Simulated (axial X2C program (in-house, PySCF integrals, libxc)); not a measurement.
# Outer orbitals of MoTe at 2.553 Å, PBE0

All values were computed with an in-house all-electron X2C program for linear molecules (integrals from PySCF). Spin-free means the one-electron spin-free X2C Hamiltonian; two-component (2c) means X2C with spin–orbit coupling and atomic mean-field two-electron Coulomb and Gaunt terms, so the difference of the two also holds small scalar two-electron terms. Basis: Te dyall-cv3z [11s12p8d4f1g], Mo dyall-cv3z [11s12p9d5f3g] (cores contracted in-house); Gaussian nuclei, density fitting, unrestricted open shells. Masses: Te 129.906 u, Mo 97.905 u.

The distance is close to the 2c PBE0 minimum; the highest filled and lowest empty levels are listed.

Spin-free orbitals, state M_S = 2, Λ = 1 (beyond evenly filled blocks: σα, π+α, δ+α, δ-α) (Löwdin shares):

| symmetry | occupied | ε (eV) | atomic character |
| --- | --- | --- | --- |
| σβ | yes | -16.18 | 72% Te s, 10% Mo p, 9% Mo d |
| σα | yes | -15.50 | 70% Te s, 10% Mo d, 10% Mo p |
| σα | yes | -7.74 | 47% Mo d, 43% Te p, 4% Te s |
| π+α | yes | -7.54 | 78% Mo d, 20% Te p |
| σβ | yes | -7.26 | 73% Te p, 13% Mo d, 8% Mo s |
| π-α | yes | -7.09 | 78% Mo d, 19% Te p |
| δ+α | yes | -6.90 | 100% Mo d |
| δ-α | yes | -6.86 | 100% Mo d |
| π+β | yes | -6.54 | 76% Te p, 14% Mo d, 4% Mo p |
| π-β | yes | -6.54 | 76% Te p, 14% Mo d, 4% Mo p |
| σα | yes | -6.20 | 49% Mo s, 31% Mo d, 19% Te p |
| π+α | yes | -5.15 | 59% Te p, 23% Mo d, 12% Mo p |
| π-α | no | -3.46 | 57% Te p, 22% Mo d, 16% Mo p |
| σα | no | -2.56 | 42% Mo p, 25% Mo s, 19% Te p |
| σβ | no | -1.85 | 68% Mo s, 20% Mo d, 8% Mo p |
| σβ | no | -1.16 | 49% Mo d, 34% Mo p, 10% Te p |

Spinors with spin–orbit coupling (state Ω = 1):

```csv
ω,occupied,ε (eV),atomic character,λ mixture
-1/2,yes,-16.17,"72% Te s, 10% Mo p, 9% Mo d",100% σ
1/2,yes,-15.49,"70% Te s, 10% Mo d, 10% Mo p",100% σ
1/2,yes,-7.77,"49% Te p, 41% Mo d, 4% Te s","94% σ, 6% π"
-1/2,yes,-7.64,"61% Mo d, 34% Te p","86% π, 14% σ"
-1/2,yes,-7.23,"62% Te p, 26% Mo d, 6% Mo s","84% σ, 16% π"
3/2,yes,-6.99,"80% Mo d, 17% Te p",100% π
-3/2,yes,-6.91,100% Mo d,100% δ
1/2,yes,-6.76,"68% Te p, 22% Mo d, 4% Mo p","89% π, 11% σ"
5/2,yes,-6.71,100% Mo d,100% δ
-3/2,yes,-6.30,"74% Te p, 16% Mo d, 5% Mo p",100% π
1/2,yes,-6.11,"48% Mo s, 28% Mo d, 22% Te p","95% σ, 5% π"
-1/2,yes,-5.28,"57% Te p, 26% Mo d, 11% Mo p","98% π, 2% σ"
3/2,no,-3.26,"58% Te p, 19% Mo d, 17% Mo p",100% π
1/2,no,-2.50,"42% Mo p, 25% Mo s, 19% Te p",100% σ
-1/2,no,-1.81,"68% Mo s, 19% Mo d, 8% Mo p",100% σ
-1/2,no,-1.10,"49% Mo d, 35% Mo p, 9% Te p","99% σ, 1% π"
1/2,no,-1.10,"82% Mo d, 6% Te p, 6% Mo p",100% π
```

(1) How does the gap between the highest filled and lowest empty level change from the spin-free to the 2c table?

Mulliken charges and populations of the two-component result (they depend on the basis, above all on diffuse functions):

Te -0.13 e (s 9.89 p 22.20 d 20.03 f 0.01), Mo 0.13 e (s 8.72 p 18.20 d 14.92 f 0.03 g 0.01). ⟨Lz⟩ = -1.00 ħ and ⟨Sz⟩ = 2.00 ħ (-0.41 and 2.42 on the two atoms), which add up to Ω.

The state is one determinant whose occupation by symmetry is held fixed; it was picked as the lowest of a PBE0 search that is not exhaustive. Density functionals use the spin component along the axis (collinear). The functionals have no current-density term, which raises determinants with orbital currents, atoms included. With several unpaired electrons one determinant need not be a pure state. Open-shell Ω = 0 determinants with evenly filled partner blocks cannot be reached by this program, so the Ω shown need not be the lowest component. The determinant is spin-polarised beyond a pure state at some levels (its spin-free form has ⟨S²⟩ too high), which makes Re and μ there less reliable.

## Answers

(1) From 1.69 to 2.02 eV at PBE0, a change of 0.33 eV.
